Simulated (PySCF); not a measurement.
**PySCF run on BTe⁺**

Input:

```python
from pyscf import gto, dft

mol = gto.M(
    atom='B 0 0 0; Te 0 0 2.235',
    basis='def2-svpd',
    ecp={'Te': 'def2-svpd'},
    charge=1,
    spin=2,
    verbose=4,
)
mf = dft.UKS(mol, xc='b3lyp5')
mf.kernel()
mf.mulliken_pop()
mf.dip_moment()
print('orbital energies (hartree):', [e[max(0, n-3):n+3].round(4) for e, n in zip(mf.mo_energy, mol.nelec)])
```

```bash
$ OMP_NUM_THREADS=1 python input.py
```

Output (some set-up lines and the per-cycle HOMO/LUMO lines with their warnings removed):

```
PySCF version 2.14.0

[INPUT] Symbol           X                Y                Z      unit          X                Y                Z       unit  Magmom
[INPUT]  1 B      0.000000000000   0.000000000000   0.000000000000 AA    0.000000000000   0.000000000000   0.000000000000 Bohr   0.0
[INPUT]  2 Te     0.000000000000   0.000000000000   2.235000000000 AA    0.000000000000   0.000000000000   4.223537888403 Bohr   0.0

nuclear repulsion = 28.4121992440268
number of shells = 21
number of NR pGTOs = 100
number of NR cGTOs = 55
basis = def2-svpd
ecp = {'Te': 'def2-svpd'}

******** <class 'pyscf.dft.uks.UKS'> ********
method = UKS
initial guess = minao
damping factor = 0
level_shift factor = 0
DIIS = <class 'pyscf.scf.diis.CDIIS'>
SCF conv_tol = 1e-09
SCF max_cycles = 50
number electrons alpha = 15  beta = 13
XC functionals = b3lyp5

grids dens level: 3
tot grids = 36008
init E= -264.837769044731

cycle= 1 E= -290.723184621266  delta_E= -25.9  |g|= 1.83  |ddm|= 6.71

cycle= 2 E= -286.946542474959  delta_E= 3.78  |g|=  2.3  |ddm|= 6.63

cycle= 3 E= -291.698474184687  delta_E= -4.75  |g|= 0.657  |ddm|= 3.71
cycle= 4 E= -291.143528449538  delta_E= 0.555  |g|= 1.04  |ddm|= 2.48
cycle= 5 E= -292.315886030973  delta_E= -1.17  |g|= 0.251  |ddm|= 1.39
cycle= 6 E= -292.371589315361  delta_E= -0.0557  |g|= 0.0761  |ddm|= 0.376
cycle= 7 E= -292.378498330927  delta_E= -0.00691  |g|= 0.0219  |ddm|= 0.166
cycle= 8 E= -292.378949296151  delta_E= -0.000451  |g|= 0.0127  |ddm|= 0.0549
cycle= 9 E= -292.37919311652  delta_E= -0.000244  |g|= 0.00287  |ddm|= 0.0291
cycle= 10 E= -292.379248334106  delta_E= -5.52e-05  |g|= 0.00183  |ddm|= 0.0232
cycle= 11 E= -292.379263548002  delta_E= -1.52e-05  |g|= 0.000382  |ddm|= 0.0123
cycle= 12 E= -292.379265343693  delta_E= -1.8e-06  |g|= 4.24e-05  |ddm|= 0.00629
cycle= 13 E= -292.379265352305  delta_E= -8.61e-09  |g|= 9.92e-06  |ddm|= 0.000305
cycle= 14 E= -292.379265352877  delta_E= -5.72e-10  |g|= 1.75e-06  |ddm|= 7.42e-05
Extra cycle  E= -292.379265352891  delta_E= -1.4e-11  |g|= 7.52e-07  |ddm|= 8.61e-06
converged SCF energy = -292.379265352891  <S^2> = 2.0065836  2S+1 = 3.0043859
 ** Mulliken pop       alpha | beta **
pop of  0 B 1s        0.99560 | 0.99375
pop of  0 B 2s        0.72392 | 0.49300
pop of  0 B 3s        0.16597 | 0.10572
pop of  0 B 4s       -0.00171 | 0.00954
pop of  0 B 2px       0.08099 | 0.00158
pop of  0 B 2py       0.11990 | 0.10151
pop of  0 B 2pz       0.40903 | 0.07580
pop of  0 B 3px       0.04508 | 0.00100
pop of  0 B 3py       0.07139 | 0.06595
pop of  0 B 3pz       0.08330 | 0.01371
pop of  0 B 3dxy      0.00000 | 0.00000
pop of  0 B 3dyz      0.00237 | 0.00386
[43 lines left out]
In total            15.00000 | 13.00000
 ** Mulliken atomic charges   ( Nelec_alpha | Nelec_beta ) **
charge of  0B =      0.40332  (     2.71594      1.88073 )
charge of  1Te =      0.59668  (    12.28406     11.11927 )

WARN: System has nonzero charge 1; the dipole moment is origin-dependent.
Location of origin: [0. 0. 0.]

Dipole moment(X, Y, Z, Debye): -0.00000, -0.00000,  6.83254
orbital energies (hartree): [array([-0.5314, -0.5271, -0.4964, -0.3506, -0.3399, -0.2342]), array([-0.8675, -0.6355, -0.4835, -0.4264, -0.396 , -0.3164])]
```

In short: E(SCF) = -292.379265 Eh, 14 cycles, ⟨S²⟩ = 2.007.

It ran on Intel Xeon Platinum 8488C (1 thread, shared host) in 4.8 s, peak memory 0.2 GiB.

The bond length is a typed value, not an optimised one. The dipole of an ion depends on the origin. No search for the lowest solution was made.
